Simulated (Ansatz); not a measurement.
Input for Ansatz (development build ahead of 0.2.0):

```yaml
crystal:
  periodic: [false, false, false]
  atoms:
    - { symbol: Li, position_ang: [0.0, 0.0, 0.0] }
basis:
  gaussian: { orbitals: def2-TZVP }
total_charge: 1
hamiltonian:
  xc: hf
correlation:
  method: mp2
  frozen_orbitals: { Li: 0 }
```

The input is written out in the form of the current development build from the run's settings.

The run gave:

| Property | Result |
| --- | --- |
| Converged | yes |
| Reference energy | -7.23637 hartree |
| Correlation energy | -0.02993 hartree |
| Total energy | -7.26631 hartree |
| Spin squared of the determinant | 0.000 |
